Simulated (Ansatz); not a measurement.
Abridged output of a molecular run in Ansatz:

```
Functional definition: HF
974 factors; integrals over basis functions are off by at most 1.1e-3 eV
mean field evaluation 1: about -52181.8841 eV, gradient 3.0e1 eV
mean field evaluation 2: about -52181.9918 eV, gradient 3.0e1 eV
mean field evaluation 4: about -52184.4941 eV, gradient 4.3e0 eV
mean field evaluation 8: about -52184.5575 eV, gradient 2.0e-1 eV
mean field -52184.55779038 eV, -1917.7471268328 hartree, gradient 1.4e-6 eV, S^2 0.000000; 0 other end points of the search recorded, 0 dependent functions left out
12 core orbitals not correlated: weight in the atoms' cores, before any rotation towards them, 1.000 or more for the frozen orbitals, at most 0.000 for the correlated occupied ones
reference -52184.55779038 eV, -1917.7471268328 hartree; 15, 15 occupied and 71, 71 virtual orbitals, 974 factors
second order -19.75124752 eV of doubles, -0.00000000 eV of singles
cycle   1  -19.42105077 eV  change    3.3e-1 eV  update   1.3e-1
cycle   2  -20.05893118 eV  change   -6.4e-1 eV  update   4.1e-2
cycle   3  -20.20487708 eV  change   -1.5e-1 eV  update   2.1e-2
cycle   4  -20.19167422 eV  change    1.3e-2 eV  update   6.0e-3
cycle   5  -20.18733993 eV  change    4.3e-3 eV  update   2.6e-3
cycle   6  -20.18830877 eV  change   -9.7e-4 eV  update   7.0e-4
cycle   7  -20.18789788 eV  change    4.1e-4 eV  update   2.5e-4
cycle   8  -20.18782076 eV  change    7.7e-5 eV  update   8.7e-5
cycle   9  -20.18786311 eV  change   -4.2e-5 eV  update   3.5e-5
cycle  10  -20.18787233 eV  change   -9.2e-6 eV  update   1.3e-5
perturbative correction -0.60905994 eV, -0.0223825399 hartree
Total energy: -52205.35472265 eV, -1918.5113999971 hartree
```

Its atoms:

```xyz
9

B    -0.395   -0.655   -0.671
C    -0.771    0.809   -0.276
O    -0.150    1.460    0.592
Zn    1.247    0.173    1.181
H    -1.301   -1.417   -0.423
H     0.612   -1.034    0.028
H    -0.062   -0.719   -1.832
H    -1.611    1.351   -0.746
H     2.430    0.032    2.149
```

(1) Which basis set was used?
A. def2-SVPD
B. def2-SVP
C. def2-TZVPP
D. cc-pV(T+d)Z

(2) Write the keys of the input that set method, charge and spin (a neutral closed shell needs none for the last two).

Answers

(1) B. It gives 98 functions.

(2) 
```yaml
correlation: {method: ccsd_t, frozen_orbitals: {B: 1, C: 1, H: 0, O: 1, Zn: 9}}
```
